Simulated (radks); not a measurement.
Values are calculated unless marked as measured or tabulated.
Polarisability of neutral tantalum, [Xe] 4f14 5d3 6s2, at imaginary frequency. Code: a radial shooting solver on a logarithmic mesh with Libxc functionals. Model: scalar-relativistic Kohn-Sham, LB94 model potential, spin-polarised, spherical densities, finite nucleus; open shells are filled with parallel spins first (spin-orbit coupling, left out, can overturn this in heavy ions); Fermi nuclear charge, rms radius 5.3507 fm. Response by self-consistent Sternheimer equations with the Hartree and adiabatic LDA kernel, the relativistic mass of each level held fixed and spin-orbit coupling left out.

w (hartree)  alpha1(iw) (bohr^3)
0.00266                    63.14
0.0143                     62.87
0.0360                     61.40
0.0697                     57.15
0.118                      48.96
0.186                      37.82
0.280                      26.67
0.413                      17.70
0.605                      11.32
0.892                      7.033
1.35                       4.188
2.12                       2.304
3.59                       1.103
6.94                      0.4220
17.5                      0.1024

Static values: alpha1 = 63.15 bohr^3 (9.358 angstrom^3; uncoupled 126.4). C6 = 738.5, triple-dipole C9 = 32670 atomic units. One-pole (London) frequency 4 C6 / (3 alpha1^2) = 0.247 hartree, against 0.308 for minus the highest occupied eigenvalue. Recommended static value: 74 bohr^3 (Schwerdtfeger and Nagle, 2023 table).
